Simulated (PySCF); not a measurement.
Isomers of C3H12OSi3.

All values: PBE0/pcSseg-1 (PySCF) at GFN2-xTB geometries, gas phase, one conformer each.

**Question.** Rank by dipole moment, lowest first.
A. `[O:1]=[CH:2][SiH2:3][CH2:4][SiH2:5][CH2:6][SiH3:7]` with O1–C2–Si3–C4 23°, C2–Si3–C4–Si5 -35°, Si3–C4–Si5–C6 -49°, C4–Si5–C6–Si7 -56°
B. `[CH3:1][Si:2]1([O:3][SiH3:4])[CH2:5][SiH2:6][CH2:7]1` with C1–Si2–O3–Si4 -170°
C. `[CH2:1]=[CH:2][CH2:3][SiH2:4][SiH2:5][SiH2:6][OH:7]` with C1–C2–C3–Si4 -98°, C2–C3–Si4–Si5 60°, C3–Si4–Si5–Si6 45°, Si4–Si5–Si6–O7 11°, Si5–Si6–O7–H 178°
D. `[CH2:1]=[CH:2][CH2:3][Si@H:4]([SiH3:5])[O:6][SiH3:7]` with C1–C2–C3–Si4 103°, C2–C3–Si4–Si5 53°, C3–Si4–O6–Si7 23°

**Answer.** B (0.37 D), D (0.64 D), C (1.38 D), A (1.95 D).

**Question.** Rank by the lowest IAO charge on any atom, lowest value first.
A. `[CH3:1][Si:2]1([O:3][SiH3:4])[CH2:5][SiH2:6][CH2:7]1` with C1–Si2–O3–Si4 -170°
B. `[O:1]=[CH:2][SiH2:3][CH2:4][SiH2:5][CH2:6][SiH3:7]` with O1–C2–Si3–C4 23°, C2–Si3–C4–Si5 -35°, Si3–C4–Si5–C6 -49°, C4–Si5–C6–Si7 -56°
C. `[CH2:1]=[CH:2][CH2:3][SiH2:4][SiH2:5][SiH2:6][OH:7]` with C1–C2–C3–Si4 -98°, C2–C3–Si4–Si5 60°, C3–Si4–Si5–Si6 45°, Si4–Si5–Si6–O7 11°, Si5–Si6–O7–H 178°
D. `[SiH3:1][O:2][SiH2:3][CH2:4][C@H:5]1[CH2:6][SiH2:7]1` with O2–Si3–C4–C5 -179°, Si3–C4–C5–C6 74°

**Answer.** D (-0.890 e), A (-0.873 e), B (-0.827 e), C (-0.804 e).

**Question.** Rank by HOMO energy, lowest first.
A. `[CH3:1][Si:2]1([O:3][SiH3:4])[CH2:5][SiH2:6][CH2:7]1` with C1–Si2–O3–Si4 -170°
B. `[SiH3:1][O:2][SiH2:3][CH2:4][C@H:5]1[CH2:6][SiH2:7]1` with O2–Si3–C4–C5 -179°, Si3–C4–C5–C6 74°
C. `[CH2:1]=[CH:2][CH2:3][SiH2:4][SiH2:5][SiH2:6][OH:7]` with C1–C2–C3–Si4 -98°, C2–C3–Si4–Si5 60°, C3–Si4–Si5–Si6 45°, Si4–Si5–Si6–O7 11°, Si5–Si6–O7–H 178°
D. `[SiH3:1][SiH2:2][O:3][SiH2:4][CH:5]1[CH2:6][CH2:7]1` with Si1–Si2–O3–Si4 -175°, Si2–O3–Si4–C5 -176°, O3–Si4–C5–C6 173°

**Answer.** D (-7.90 eV), A (-7.59 eV), C (-7.06 eV), B (-6.55 eV).

All values together:

```csv
SMILES,μ (D),HOMO (eV),LUMO (eV),lowest IAO charge (e),highest IAO charge (e),lowest Hirshfeld charge (e),highest Hirshfeld charge (e)
O=C[SiH2]C[SiH2]C[SiH3],1.95,-7.06,-1.58,-0.827 (C),+0.771 (Si),-0.248 (C),+0.337 (Si)
[SiH3][SiH2]O[SiH2]C1CC1,0.49,-7.90,-0.39,-0.890 (O),+1.033 (Si),-0.303 (O),+0.407 (Si)
C=CC[Si@H]([SiH3])O[SiH3],0.64,-7.15,-0.31,-0.886 (O),+0.890 (Si),-0.305 (O),+0.384 (Si)
C[Si]1(O[SiH3])C[SiH2]C1,0.37,-7.59,0.30,-0.873 (O),+1.276 (Si),-0.302 (O),+0.460 (Si)
[SiH3]O[SiH2]C[C@H]1C[SiH2]1,0.70,-6.55,0.18,-0.890 (O),+1.020 (Si),-0.305 (O),+0.407 (Si)
C=CC[SiH2][SiH2][SiH2]O,1.38,-7.06,-0.81,-0.804 (O),+0.748 (Si),-0.303 (O),+0.315 (Si)
```

Conformers: `[O:1]=[CH:2][SiH2:3][CH2:4][SiH2:5][CH2:6][SiH3:7]` with O1–C2–Si3–C4 23°, C2–Si3–C4–Si5 -35°, Si3–C4–Si5–C6 -49°, C4–Si5–C6–Si7 -56°; `[SiH3:1][SiH2:2][O:3][SiH2:4][CH:5]1[CH2:6][CH2:7]1` with Si1–Si2–O3–Si4 -175°, Si2–O3–Si4–C5 -176°, O3–Si4–C5–C6 173°; `[CH2:1]=[CH:2][CH2:3][Si@H:4]([SiH3:5])[O:6][SiH3:7]` with C1–C2–C3–Si4 103°, C2–C3–Si4–Si5 53°, C3–Si4–O6–Si7 23°; `[CH3:1][Si:2]1([O:3][SiH3:4])[CH2:5][SiH2:6][CH2:7]1` with C1–Si2–O3–Si4 -170°; `[SiH3:1][O:2][SiH2:3][CH2:4][C@H:5]1[CH2:6][SiH2:7]1` with O2–Si3–C4–C5 -179°, Si3–C4–C5–C6 74°; `[CH2:1]=[CH:2][CH2:3][SiH2:4][SiH2:5][SiH2:6][OH:7]` with C1–C2–C3–Si4 -98°, C2–C3–Si4–Si5 60°, C3–Si4–Si5–Si6 45°, Si4–Si5–Si6–O7 11°, Si5–Si6–O7–H 178°.
